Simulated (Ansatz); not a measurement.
Geometry optimisation, Ansatz 0.2.0, RKS PBE-D4/6-31G*.

Input file:

```yaml
crystal:
  periodic: [false, false, false]
  atoms:
    - { symbol: B, position_ang: [0.0, 0.0, 0.0] }
    - { symbol: O, position_ang: [0.0, 0.0, 1.76] }
    - { symbol: H, position_ang: [-0.9095, -0.2814, 2.0971] }
    - { symbol: C, position_ang: [1.3856, 0.0, -0.8] }
    - { symbol: H, position_ang: [1.7152, -1.0462, -0.9702] }
    - { symbol: H, position_ang: [1.2491, 0.508, -1.7774] }
    - { symbol: H, position_ang: [2.1552, 0.5381, -0.2082] }
    - { symbol: H, position_ang: [-1.0305, 0.0, -0.595] }
    - { symbol: P, position_ang: [0.0991, 2.0949, 0.6969] }
    - { symbol: H, position_ang: [0.6595, 2.1347, 2.001] }
    - { symbol: H, position_ang: [0.9104, 2.8515, -0.1895] }
    - { symbol: H, position_ang: [0.0529, 1.1187, 1.6935] }
basis:
  gaussian: { orbitals: "6-31G*" }
hamiltonian:
  xc: pbe
  dispersion: d4
relax:
  f_tol: 0.15
  max_steps: 25
  restrain:
    - { distance: [0, 8], at: 3.11, k: 30.0 }
    - { distance: [11, 1], at: 2.21, k: 30.0 }
    - { distance: [0, 1], at: 1.41, k: 30.0 }
    - { distance: [11, 8], at: 1.42, k: 30.0 }
```

Run as:

```bash
$ ansatz run input.yaml --threads 1 --pin off --max-ram 2048MiB --backend cpu --events-out ev --progress --plain --runs-dir out
```

**Question.** Where does it end, and by what steps?

**Answer.** The run converged. The restraints hold the end off the free minimum. After 8 steps the energy has fallen by 4.882 eV (the restraints' own energy left out); H10 moved furthest, 0.98 Å.

```json
{"step": "0", "energy less start (eV)": "0.0000", "largest force component (eV/Å)": "5.757", "accepted": "yes"}
{"step": "1", "energy less start (eV)": "-0.2420", "largest force component (eV/Å)": "3.905", "accepted": "yes"}
{"step": "2", "energy less start (eV)": "-0.8441", "largest force component (eV/Å)": "3.767", "accepted": "yes"}
{"step": "3", "energy less start (eV)": "-1.8113", "largest force component (eV/Å)": "2.569", "accepted": "yes"}
{"step": "4", "energy less start (eV)": "-3.0822", "largest force component (eV/Å)": "1.973", "accepted": "yes"}
{"step": "5", "energy less start (eV)": "-3.9123", "largest force component (eV/Å)": "1.709", "accepted": "yes"}
{"step": "6", "energy less start (eV)": "-4.4515", "largest force component (eV/Å)": "1.216", "accepted": "yes"}
{"step": "7", "energy less start (eV)": "-4.7786", "largest force component (eV/Å)": "0.914", "accepted": "yes"}
{"step": "8", "energy less start (eV)": "-4.8817", "largest force component (eV/Å)": "0.636", "accepted": "yes"}
```

```xyz
12
Properties=species:S:1:pos:R:3
B 0.037 -0.157 0.111
O 0.085 -0.700 1.394
H -0.818 -0.764 1.765
C 1.379 -0.092 -0.712
H 1.596 -1.105 -1.106
H 1.317 0.578 -1.586
H 2.251 0.194 -0.100
H -1.040 0.127 -0.370
P -0.093 2.837 0.997
H 0.990 3.052 1.919
H 0.817 2.458 -0.048
H -0.234 1.491 1.443
```

Run time: 33 s on 1 thread of Arm Neoverse V1 (shared host), peak memory 0.14 GiB.
